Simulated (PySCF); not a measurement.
**How methods differ on the excitation energy of Ca**

Ca [Ar] 4s2 (1S) → Ca [Ar] 3d1 4s1 (3D), as a difference of total energies. Calculation: PySCF 2.14, in aug-cc-pVQZ-X2C; the spin-free X2C one-electron Hamiltonian (Gaussian nucleus). Correlated levels: valence: [Ar] frozen. The calculations carry no spin-orbit coupling.

```csv
method,excitation energy (eV),error (eV)
UHF,2.268,-0.256
MP2 (valence),2.714,+0.190
SCS-MP2 (valence),2.903,+0.379
CCSD (valence),2.854,+0.330
```

Reference: 2.524 eV (measured; NIST levels, between the centres of gravity of the two terms).

Errors of the correlated levels include the incompleteness of this basis and the frozen core.

With two correlated electrons CCSD is exact in that space.
